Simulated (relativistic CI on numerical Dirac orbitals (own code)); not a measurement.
## Te⁴⁺: calculation against measurement

Calculated at this level of theory: Dirac-Coulomb-Breit CI, KLI orbitals optimised for each configuration, model QED (radiative potential, 1s self-energy scaled to tabulated hydrogen-like ionisation energies), valence Slater integrals scaled by 0.85, P86 correlation energy added to each configuration (own radial code, finite nucleus).

CI space (outside the closed core [Kr]): 4d10 5s2, 4d10 5s 5p, 4d10 5p2, 4d10 5s 5d, 4d10 5d2, 4d10 5s 5f, 4d10 5s 5g, 4d10 5p 5d, 4d10 4f2, 4d10 5s 6s, 4d10 5s 4f, 4d10 4f 5p, 4d10 5s 6p, 4d10 5f2, 4d10 5s 6d, 4d10 5s 7s, 4d10 5p 5f, 4d9 5s2 4f, 4d10 5g2, 4d10 5p 6s, 4d10 5s 7p, 4d10 5p 5g, 4d10 4f 5d, 4d10 5s 7d, 4d10 5s 6f, 4d10 5s 8s, 4d9 5s2 5p, 4d10 5d 5f, 4d10 4f 5f, 4d10 5d 5g, 4d10 4f 5g. Double excitations out of closed p, d and f shells are left out; levels of such configurations are missing from the list, as are those of other unlisted configurations, and high levels can miss mixing partners. These lack a partner that the ground configuration has and come out too high: 4d9 5s2 4f, 4d9 5s2 5p.

```tsv
Configuration	Term (tabulated)	J	Measured (cm⁻¹)	Computed	Error	Purity (%)
4d10 5s2	1S	0	0.0	0	0	98
4d10 5s 5p	1P°	1	111707.0	107808	-3899	95
4d10 5p2	3P	0	176248.0	174013	-2235	94
4d10 5p2	3P	1	182419.0	179699	-2720	100
4d10 5p2	1D	2	182797.0	178585	-4212	62
4d10 5p2	3P	2	192592.0	188696	-3896	77
4d10 5s 5d	3D	1	215612.0	211808	-3804	99
4d10 5s 5d	3D	2	216137.0	212291	-3846	99
4d10 5s 5d	3D	3	216989.0	213069	-3920	99
4d10 5s 6s	3S	1	240837.0	236594	-4243	100
```

Measured levels from Moore, Atomic Energy Levels, vol. III, NSRDS-NBS 35 (1971 reprint of NBS Circular 467, 1958); pairs were made by configuration, J and term (by order where the table uses no LS term), so strongly mixed levels may be paired wrongly. The analysis dates from before 1960.

Mean error by configuration (cm⁻¹): 4d10 5s 5p -3899; 4d10 5p2 -3266; 4d10 5s 5d -3857; 4d10 5s 6s -4243. Over the excited levels the mean absolute error is 3642 cm⁻¹ (9 of the 9 excited levels that our extract of the source holds in range could be paired), and the median relative error of those above 1,000 cm⁻¹ is 1.8 %.
